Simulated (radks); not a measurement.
Q: The mean radii <r> (bohr) of the occupied orbitals of an atom or ion are listed with their occupations. All-electron calculation, scalar-relativistic Kohn-Sham, LDA (Slater exchange, VWN5 correlation), spin-polarised, spherical densities, finite nucleus; Fermi nuclear charge, rms radius of each element as measured or else 0.836 A^(1/3) + 0.57 fm. Program: a radial shooting solver on a logarithmic mesh with Libxc functionals.

| orbital | occ. | <r> |
|---|---|---|
| 1s | 2 | 0.07702 |
| 2s | 2 | 0.3655 |
| 2p | 6 | 0.3283 |
| 3s | 2 | 1.153 |
| 3p | 6 | 1.258 |

Name the element and its charge. Open shells, if any, are filled with parallel spins first.

A: Z = 20, calcium, charge +2: Ca2+ in [Ar]. The 1s radius gives Z: for a bare nucleus <r> = (2 gamma + 1)/(2Z) with gamma = sqrt(1 - (Z/c)^2), 0.07446 bohr for Z = 20, and screening makes it slightly larger (0.07702 here). The occupations add up to 18, and the charge is Z minus that.
